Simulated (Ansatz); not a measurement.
Total energies of CH2ClFZn, SMILES `[F][Zn][CH2]Cl`.

Cartesian coordinates in Å:
```
F -2.374 1.681 -0.633
Zn -0.937 0.736 -0.321
C 0.633 -0.319 0.044
Cl 0.253 -1.493 1.344
H 1.468 0.287 0.390
H 0.957 -0.892 -0.824
```

Total charge 0; spin multiplicity 1. For Zn the d shell is correlated and the shells below it are frozen. Scalar relativity is left out up to krypton. The structure was optimised at the PBE0-D4/def2-TZVP level. It is one conformer, not always the lowest. Basis def2-TZVPP, Ansatz.

RPA on PBE orbitals: Hartree–Fock energy of these orbitals -2375.78925 Eh, correlation -1.60513 Eh (frozen core).

| functional | energy without D4 (Eh) | D4 term (kJ/mol) |
| --- | --- | --- |
| LDA (SPW92) | -2373.47085 | – |
| PBE | -2378.25052 | -10.4 |
| revPBE | -2378.60249 | -31.4 |
| B97M-V | -2378.33695 | – |
| PBE0 | -2378.30628 | -8.7 |
| B3LYP | -2378.91839 | -17.0 |
| r2SCANh | -2378.71620 | -2.6 |
| r2SCAN0 | -2378.67999 | -2.9 |
| HSE06 (plane-wave form) | -2378.29074 | -8.2 |
| BHLYP | -2378.74356 | -13.6 |
| CAM-B3LYP | -2378.93322 | -8.9 |
| ωB97M-V | -2378.68671 | – |
| B2PLYP | -2378.35338 | – |
| PBE-QIDH | -2377.95918 | – |

(1) Give the same for BLYP, r2SCAN, LC-ωPBE, ωB97X-V. (An estimate is asked.)

B3LYP takes the VWN-RPA correlation (the form of Gaussian; ORCA's B3LYP/G). HSE06 is the plane-wave form, built on full-range PBE exchange. The double hybrids freeze the cores in their second-order part.

Results:

(1) The calculation gave: 
```
functional  energy without D4 (Eh)  D4 term (kJ/mol)
      BLYP             -2378.91018             -23.2
    r2SCAN             -2378.74174              -2.4
   LC-ωPBE             -2378.41859                 –
   ωB97X-V             -2378.56800                 –
```

LC-ωPBE has ω = 0.4 bohr⁻¹.
